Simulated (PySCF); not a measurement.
CH4GeO (SMILES C[O][GeH]), singlet, at a GFN2-xTB geometry; PySCF with DF-R2SCAN/cc-pVQZ.

The PySCF input:
```python
from pyscf import gto, scf, dft

mol = gto.Mole()
mol.atom = '''
    Ge   -0.285521   -0.431466    0.637866
    H    -1.478311   -0.850294   -0.487976
    O     0.655505    0.603718   -0.404635
    C     0.598923    1.051092   -1.738067
    H     0.537085    2.141661   -1.746039
    H     1.509851    0.743347   -2.256460
    H    -0.269530    0.635902   -2.255750
'''
mol.basis = 'cc-pvqz'
mol.charge = 0
mol.spin = 0
mol.verbose = 4
mol.max_memory = 1800
mol.build()

mf = dft.RKS(mol)
mf.xc = 'r2scan'
mf = mf.density_fit(auxbasis='def2-universal-jkfit')
mf.kernel()
```

Q: What does PySCF print? Leave out banner, timings and long lists.

A: 
```
PySCF version 2.14.0

[INPUT] verbose = 4
[INPUT] num. atoms = 7
[INPUT] num. electrons = 50
[INPUT] charge = 0
[INPUT] spin (= nelec alpha-beta = 2S) = 0
[INPUT] symmetry False subgroup None
[INPUT] Mole.unit = angstrom
[INPUT] Symbol           X                Y                Z      unit          X                Y                Z       unit  Magmom
[INPUT]  1 Ge    -0.285521000000  -0.431466000000   0.637866000000 AA   -0.539556492812  -0.815352572062   1.205392044172 Bohr   0.0
[INPUT]  2 H     -1.478311000000  -0.850294000000  -0.487976000000 AA   -2.793602916932  -1.606822785361  -0.922140995361 Bohr   0.0
[INPUT]  3 O      0.655505000000   0.603718000000  -0.404635000000 AA    1.238724923283   1.140861676470  -0.764649330413 Bohr   0.0
[INPUT]  4 C      0.598923000000   1.051092000000  -1.738067000000 AA    1.131800439703   1.986276011721  -3.284470616144 Bohr   0.0
[INPUT]  5 H      0.537085000000   2.141661000000  -1.746039000000 AA    1.014943555612   4.047152741662  -3.299535512809 Bohr   0.0
[INPUT]  6 H      1.509851000000   0.743347000000  -2.256460000000 AA    2.853204878901   1.404722245517  -4.264091411036 Bohr   0.0
[INPUT]  7 H     -0.269530000000   0.635902000000  -2.255750000000 AA   -0.509337882354   1.201680622063  -4.262749705488 Bohr   0.0

nuclear repulsion = 174.126705528852
number of shells = 83
number of NR pGTOs = 416
number of NR cGTOs = 298
basis = cc-pvqz
ecp = {}

******** <class 'pyscf.df.df_jk.DFRKS'> ********
method = DFRKS
initial guess = minao
damping factor = 0
level_shift factor = 0
DIIS = <class 'pyscf.scf.diis.CDIIS'>
diis_start_cycle = 1
diis_space = 8
diis_damp = 0
SCF conv_tol = 1e-09
SCF conv_tol_grad = None
SCF max_cycles = 50
direct_scf = False
XC library pyscf.dft.libxc version 7.1.2
    S. Lehtola, C. Steigemann, M. J. T. Oliveira, and M. A. L. Marques,  SoftwareX 7, 1–5 (2018)
XC functionals = r2scan
    J. W. Furness, A. D. Kaplan, J. Ning, J. P. Perdew, and J. Sun,  J. Phys. Chem. Lett. 11, 8208–8215 (2020)
    J. W. Furness, A. D. Kaplan, J. Ning, J. P. Perdew, and J. Sun,  J. Phys. Chem. Lett. 11, 9248–9248 (2020)
    J. W. Furness, A. D. Kaplan, J. Ning, J. P. Perdew, and J. Sun,  J. Phys. Chem. Lett. 11, 8208–8215 (2020)
    J. W. Furness, A. D. Kaplan, J. Ning, J. P. Perdew, and J. Sun,  J. Phys. Chem. Lett. 11, 9248–9248 (2020)
radial grids:
    Treutler-Ahlrichs [JCP 102, 346 (1995); DOI:10.1063/1.469408] (M4) radial grids

becke partition: Becke, JCP 88, 2547 (1988); DOI:10.1063/1.454033
pruning grids: <function nwchem_prune>
grids dens level: 3
symmetrized grids: False
atomic radii adjust function: <function treutler_atomic_radii_adjust>
small_rho_cutoff = 0
Set gradient conv threshold to 3.16228e-05
Initial guess from minao.
tot grids = 88072
init E= -2192.1555740739
  HOMO = -0.243713891292209  LUMO = -0.119820671244383  gap/eV = 3.37131
cycle= 1 E= -2192.60176661904  delta_E= -0.446  |g|= 0.91  |ddm|= 3.16
  HOMO = -0.0899574858948853  LUMO = -0.0311919946102504  gap/eV = 1.59909
cycle= 2 E= -2190.98731679048  delta_E= 1.61  |g|= 2.65  |ddm|= 2.32
  HOMO = -0.197453721601875  LUMO = -0.0931946855092676  gap/eV = 2.83703
cycle= 3 E= -2192.7077957131  delta_E= -1.72  |g|= 0.358  |ddm|= 2.02
  HOMO = -0.213085873600278  LUMO = -0.0966183377950642  gap/eV = 3.16924
cycle= 4 E= -2192.7347399831  delta_E= -0.0269  |g|= 0.132  |ddm|= 0.433
  HOMO = -0.222710725700807  LUMO = -0.108090430192398  gap/eV = 3.11898
cycle= 5 E= -2192.73652722857  delta_E= -0.00179  |g|= 0.0365  |ddm|= 0.14
  HOMO = -0.217958906979817  LUMO = -0.103812686560815  gap/eV = 3.10608
cycle= 6 E= -2192.73687351922  delta_E= -0.000346  |g|= 0.0108  |ddm|= 0.0383
  HOMO = -0.217848024535556  LUMO = -0.103939853463082  gap/eV = 3.09960
cycle= 7 E= -2192.73689455974  delta_E= -2.1e-05  |g|= 0.00343  |ddm|= 0.0062
  HOMO = -0.218024793896646  LUMO = -0.104120313362515  gap/eV = 3.09950
cycle= 8 E= -2192.7368973655  delta_E= -2.81e-06  |g|= 0.000298  |ddm|= 0.00268
  HOMO = -0.218029297635013  LUMO = -0.104081141179954  gap/eV = 3.10069
cycle= 9 E= -2192.73689739061  delta_E= -2.51e-08  |g|= 7.05e-05  |ddm|= 0.000467
  HOMO = -0.218027639885811  LUMO = -0.104087443444421  gap/eV = 3.10047
cycle= 10 E= -2192.73689739238  delta_E= -1.77e-09  |g|= 2.38e-05  |ddm|= 0.000136
  HOMO = -0.218026827924014  LUMO = -0.104085469300379  gap/eV = 3.10050
cycle= 11 E= -2192.73689739262  delta_E= -2.33e-10  |g|= 6.26e-06  |ddm|= 4.74e-05
  HOMO = -0.218026708102165  LUMO = -0.104085406326853  gap/eV = 3.10050
Extra cycle  E= -2192.73689739262  delta_E= -1.82e-12  |g|= 6.46e-06  |ddm|= 1.53e-05
converged SCF energy = -2192.73689739262
```
